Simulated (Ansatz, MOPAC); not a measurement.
Diatomic HTe+, multiplicity 3 (lowest of 2S+1 = 1, 3, 5 at CCSD(T)/def2-TZVPP on PBE0 minima; our sources give no spin for the ground state, which may be another). No spin–orbit coupling.

Seven points along R, fitted to fifth degree in 1/R; most abundant isotopes. Runs in def2 and cc sets follow the lowest solution found near the PBE0 minimum.

Correlated levels freeze the inner cores; with def2 sets outer-core shells near the valence are correlated too. CBS: X⁻³ extrapolation of the correlation energy, Hartree–Fock from the larger set. The state that AM1 reach isn't checked.

Run with Ansatz (an electronic-structure program); MOPAC for AM1 (differences of heats of formation). Each number belongs to the level named beside it. In def2 rows elements past Kr take small-core potentials, without spin–orbit coupling.

**Question.** What bond length and harmonic frequency does AM1 give?

**Answer.** r_e = 1.657 Å, ω_e = 2172 cm⁻¹.

**Question.** What bond length and harmonic frequency does wB97X-V/def2-TZVPP give?

**Answer.** r_e = 1.661 Å, ω_e = 2178 cm⁻¹.

**Question.** What bond length and harmonic frequency does CCSD(T)/CBS(def2-TZVPP, def2-QZVPP) give?

**Answer.** r_e = 1.664 Å, ω_e = 2112 cm⁻¹.
